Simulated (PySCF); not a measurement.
C8H12.
Numbering: `[CH2:1]=[CH:2][CH2:3][CH2:4][CH:5]=[C:6]1[CH2:7][CH2:8]1`

Structure used (GFN2-xTB), in Å, numbered top down from 1:
```
atom  x, y, z in Å
C1     2.8326   -1.4988    0.3514
C2     2.5243   -0.4224   -0.3470
C3     1.3790   -0.3327   -1.3032
C4     0.3530    0.7221   -0.8573
C5    -0.2692    0.3423    0.4531
C6    -1.5478    0.1138    0.6174
C7    -2.6530   -0.2546    1.5041
C8    -2.8925    0.0575    0.0386
H9     3.6618   -1.5197    1.0384
H10    2.2638   -2.4105    0.2637
H11    3.1067    0.4845   -0.2372
H12    0.8863   -1.3034   -1.3846
H13    1.7563   -0.0539   -2.2914
H14   -0.4230    0.8195   -1.6183
H15    0.8576    1.6872   -0.7524
H16    0.4153    0.2368    1.2855
H17   -2.9876    0.4595    2.2436
H18   -2.7350   -1.2819    1.8308
H19   -3.1407   -0.7593   -0.6252
H20   -3.3929    0.9826   -0.2130
```

Definitions: NICS(0) = −σiso at the ring centroid; NICS(1) = −σiso and NICS(1)zz = −σzz at ±1 Å along the ring normal z. Level: GIAO PBE0/pcSseg-1 (PySCF, non-relativistic, gas phase) on the GFN2-xTB geometry, one conformer.

Ring bond lengths (Å), with Mayer bond orders in brackets: C6–C7 1.464 (0.97), C7–C8 1.517 (0.99), C8–C6 1.465 (0.96).

**Question.** Give the NICS values of each ring in ppm.

**Answer.** 
```json
{"ring": "C6–C7–C8", "type": "3-membered carbocycle; formal bonds all single", "NICS(0)": "-31.6", "NICS(1), two faces": "-7.7 / -7.6", "NICS(1)zz, two faces": "-19.6 / -18.9", "rms pucker (Å)": "0.00", "centre to ring atoms, mean (Å)": "0.86"}
```

**Question.** What can be read from them?

**Answer.** 
- C6–C7–C8: mean NICS(1)zz -19.3 ppm, shielded. C7, C8 have four or more neighbours, so the value isn't read as a sign of a π ring current. A hydrogen on C7, outside the ring, lies only 1.46 Å from a NICS(1) probe, which then mostly feels that atom. NICS(0) lies 24 ppm below the mean NICS(1).

**Question.** At the second NICS(1) probe listed for ring C6–C7–C8, 1 Å off the ring, how large is the induced field along the normal in 11.7 T applied along it?

**Answer.** NICSzz × B0 = -18.9 ppm × 11.7 T = -221 μT, against the applied field.

**Question.** List the ring angles and the Hirshfeld charges of the ring atoms.

**Answer.** 
- C6–C7–C8: C6 62.4° (-0.015 e), C7 58.8° (-0.091 e), C8 58.8° (-0.091 e); sum 180.0° against 180° for a flat convex ring.
